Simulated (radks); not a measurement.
Problem. These are the eigenvalues of the occupied orbitals of an atom or ion with whole-number occupations (Ry). All-electron calculation, Dirac Kohn-Sham, PBE, spin-unpolarised, spherical densities, finite nucleus; Fermi nuclear charge, rms radius of each element as measured or else 0.836 A^(1/3) + 0.57 fm. Program: a radial shooting solver on a logarithmic mesh with Libxc functionals.

1s1/2: -4646.311
2s1/2: -794.9899
2p1/2: -759.1307
2p3/2: -677.0090
3s1/2: -184.4859
3p1/2: -168.5987
3p3/2: -151.0861
3d3/2: -124.0771
3d5/2: -120.2550
4s1/2: -41.09728
4p1/2: -34.61658
4p3/2: -30.60120
4d3/2: -19.92618
4d5/2: -19.18736
5s1/2: -9.17029
5p1/2: -7.24155
5p3/2: -6.62427
4f5/2: -6.02667
4f7/2: -5.90211

Which element is it, and in what charge state? The configuration may be excited. Open shells, if any, fill j = l - 1/2 first.

Solution. Z = 71, lutetium, charge +5: Lu5+ in [Xe] 4f12. The list shows which subshells hold electrons but not how many an open one holds; the 1s level, -2323.2 hartree, gives Z - s = 68.2 by -(Z - s)^2/2, which with screening and relativity narrows Z to a few neighbours, and the depths of the outer levels then fix element, charge and occupations together.
